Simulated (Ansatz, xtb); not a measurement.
Worked example: C2H9AlO → C2H6O + AlH3

Species: C2H9AlO `C[O+](C)[AlH3-]`, singlet; C2H6O `COC`, singlet; AlH3 `[AlH3]`, singlet. 

Shapes, held fixed at every level: PBE0-D4/def2-TZVP. Programs: Ansatz 0.2.0, xtb 6.7.1. The zero-point and thermal change to 298 K, harmonic and unscaled (PBE0-D4/def2-TZVP), is -9.0 kJ/mol.

At CCSD(T)/CBS estimate; 1 Eh = 2625.50 kJ/mol:

| species | energy (Eh) |
| --- | --- |
| C2H9AlO | -398.684790 |
| C2H6O | -154.862764 |
| AlH3 | -243.780455 |

Q: Work out ΔH(298 K) of the reaction at this level.

A: 
1. Products less reactants: (-154.862764) + (-243.780455) − [(-398.684790)] = 0.041571 Eh = +109.1 kJ/mol.
2. With the thermal change: +109.1 + (-9.0) = +100.1 kJ/mol.

Other levels give +78.3 (HF/def2-TZVPP) to +118.1 kJ/mol (SPW92/def2-TZVPP). No measured value is set beside it here. The CBS estimate extrapolates MP2 from def2-TZVPP and def2-QZVPP and adds CCSD(T) − MP2 in the triple-zeta set, cores frozen.
